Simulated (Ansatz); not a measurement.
Reaction (ligand exchange at the Si–S bond): `O=C([SiH3])S[SiH3]` + `N[SiH2][SeH]` → `N[SiH2][Se][SiH3]` + `O=C([SiH3])S`

Gas-phase electronic energies from Ansatz, PBE0-D4/def2-TZVP geometries. CCSD(T)/CBS adds triple-zeta CCSD(T) − MP2 to the extrapolated MP2 energy (def2 sets, frozen cores). Functionals use def2-TZVPP. For Se outer-core shells are correlated without core-valence functions, which leaves a few kJ/mol of doubt a bond. Scalar relativity is left out up to krypton. One conformer a species, not always the lowest.

```json
{"species": "`O=C([SiH3])S[SiH3]`", "PBE energy (Eh)": "-1093.59545"}
{"species": "`N[SiH2][SeH]`", "PBE energy (Eh)": "-2748.30939"}
{"species": "`N[SiH2][Se][SiH3]`", "PBE energy (Eh)": "-3038.88046"}
{"species": "`O=C([SiH3])S`", "PBE energy (Eh)": "-803.02698"}
```

Question: Work out ΔE.

Answer: ΔE = (-3038.88046) + (-803.02698) − (-1093.59545) − (-2748.30939) = -0.00260 Eh = -0.07 eV. CCSD(T)/CBS gives -0.06 eV.

Largest T1 diagnostic among the species: 0.017.
